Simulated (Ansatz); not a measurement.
A made-up structure of LiBSiH4S, singlet:

```tsv
atom	x (Å)	y (Å)	z (Å)
Li1	-1.0910	1.0525	1.3550
S2	1.0416	0.6560	0.0012
B3	0.8700	1.9855	1.1242
Si4	-0.3663	-0.7580	-0.4120
H5	2.1903	0.4749	-0.7041
H6	-1.6429	-0.5143	0.4032
H7	-0.8695	-0.7668	-1.8127
H8	0.0004	-2.1508	-0.0364
```

It is relaxed with PBE-D4/def2-SVP and then PBE0-D4/def2-TZVP (Ansatz 0.2.0). Atoms count as bonded within 1.22 times the sum of their covalent radii (H–H: 0.88 Å). The end point is not checked to be a true minimum.

Problem. Does its bonding change? (Judge from chemistry; the calculation decides.)

Solution. By the calculation: Yes. Formed: none; broken: Li1–S2, Li1–Si4, Li1–H6.

Where it ends: The first stage lowers the energy by 1.26 eV in 11 steps. It ends as LiBSiH₄S ([Li][B][SH][SiH3]):
```xyz
8
angstrom
Li 0.3075 2.4986 3.0687
S 0.4414 0.8160 -0.1789
B -0.0410 1.2941 1.4110
Si -0.4318 -1.0555 -0.7660
H 1.7068 0.8130 -0.9197
H -1.8606 -0.8022 -1.0532
H 0.2843 -1.5560 -1.9816
H -0.2740 -2.0290 0.3382
```

Labels in which every atom is bracketed show which atoms are joined, not bond orders.

For scale, one of the runs: PBE0-D4/def2-TZVP relaxation, 143 basis functions, launched by `ansatz run in.yaml --threads 2 --pin off --events-out ev --progress --plain --max-ram 4352MiB`. The run took about 4 min on 2 CPU threads of an Arm Neoverse V1 (shared host).
